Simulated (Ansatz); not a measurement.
Coupled-cluster diagnostics for FeCl₃, Ansatz.

Geometry of the sextet (r2SCAN-D4/def2-SVP):

```xyz
4

Fe    0.006   -0.006   -0.001
Cl   -1.174   -1.311    1.225
Cl   -0.283    0.020   -2.126
Cl    1.451    1.297    0.902
```

Correlated methods freeze 20 core orbitals; core or outer-core shells of Fe are correlated, in sets that lack core-valence functions. In CCSD on the charge 0 quartet the largest single amplitude is 0.42, so its Hartree–Fock determinant may place the open shell otherwise than the density functionals do. At PBE0-D4/def2-TZVP a septet of charge 1 lies 0.12 eV below the quintet at the same geometry.

Geometry of the charge 0 quartet (r2SCAN-D4/def2-SVP):

Cartesian coordinates in Å:
```
Fe 0.060 -0.076 -0.113
Cl -0.784 0.995 1.483
Cl 1.968 -0.819 0.404
Cl -1.244 -0.101 -1.775
```

**Question.** Estimate the CCSD(T) correlation energy, the shares of MP2 and (T), T1 and the reference's ⟨S²⟩ for: charge 0, sextet, own geometry in def2-TZVP; charge 0, quartet, own geometry in def2-TZVP; charge 1, quintet, vertical in def2-TZVP; and the rough time on 4 threads of Arm Neoverse V1 on a shared host.

**Answer.** 
| state | basis | correlation (eV) | MP2 share (%) | (T) share (%) | T1 | ⟨S²⟩ (pure) | wall time | remarks |
| --- | --- | --- | --- | --- | --- | --- | --- | --- |
| charge 0, sextet, own geometry | def2-TZVP | -28.862 | 90.4 | 4.2 | 0.038 | 8.77 (8.75) | 2.4 min | – |
| charge 0, quartet, own geometry | def2-TZVP | -29.319 | 90.1 | 4.3 | 0.070 | 4.73 (3.75) | 3.4 min | large T1 (0.070), spin-contaminated (⟨S²⟩ 4.73) |
| charge 1, quintet, vertical | def2-TZVP | -28.588 | 88.2 | 4.9 | 0.059 | 7.01 (6.00) | 2.6 min | large T1 (0.059), spin-contaminated (⟨S²⟩ 7.01) |
Customary marks for T1 are 0.02 (closed shells), 0.045 (open shells) and about 0.05 (3d metals). T1 exceeds 0.02 in 3 of 3 rows and 0.045 in 2; the higher it lies, the less the single-reference result can be trusted.
